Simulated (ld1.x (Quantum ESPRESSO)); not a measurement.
## Cutoff test, fluorine, PAW

```json
{
 "Element": "F (Z = 9)",
 "Generator": "ld1.x (Quantum ESPRESSO) 7.5",
 "Type": "PAW",
 "Functional": "PBEsol",
 "Relativity": "non-relativistic",
 "Frozen core": "[He]",
 "Valence charge": "7",
 "Reference configuration": "2s2 2p3 (charge +2)",
 "Partial waves": "2s (bound): rcut 0.45, rcutus 0.60 bohr; 2s channel at -3.45 Ry: rcut 0.45, rcutus 0.60 bohr; 2p (bound): rcut 0.85, rcutus 1.10 bohr; 2p channel at 1.65 Ry: rcut 0.85, rcutus 1.10 bohr; 3d channel at 0.4 Ry: rcut 0.95, rcutus 1.25 bohr; 3d channel at 2.55 Ry: rcut 0.95, rcutus 1.25 bohr",
 "Local potential": "all-electron potential smoothed inside 1.15 bohr (lloc = -1)",
 "Core correction": "Bessel-smoothed model core, default radius (core density twice the valence density)",
 "Augmentation charge": "BESSEL, radius 0.35 bohr"
}
```

The pseudo-atom Hamiltonian at the reference potential is diagonalised in spherical Bessel functions j_l(qr) that vanish at 20 bohr, with q² up to the cutoff. All-electron valence levels (Ry): 2s -4.9726, 2p -3.5929.

How do the lowest levels (Ry) of each channel move with the cutoff, and are there ghosts?

```tsv
cutoff (Ry)	s #1	p #1	p #2	d #1	d #2	f #1	Σ f·Δε (mRy)
8	-4.5366	-2.1553	-0.6295	-0.5427	-0.2832	-0.2554	5184.7
21	-4.6698	-3.2507	-0.7864	-0.5534	-0.2877	-0.2555	1632.2
45	-4.8241	-3.5781	-0.8432	-0.5560	-0.2888	-0.2555	341.4
70	-4.9364	-3.5923	-0.8532	-0.5562	-0.2889	-0.2555	74.1
120	-4.9715	-3.5928	-0.8548	-0.5562	-0.2889	-0.2555	2.3
230	-4.9725	-3.5929	-0.8549	-0.5562	-0.2889	-0.2555	0.2
400	-4.9726	-3.5929	-0.8549	-0.5562	-0.2889	-0.2555	0.0
```

Result: no extra level below or beside the all-electron valence levels (s, p, d, f tested); 10 mRy is reached at 110 Ry and 1 mRy at 180 Ry.
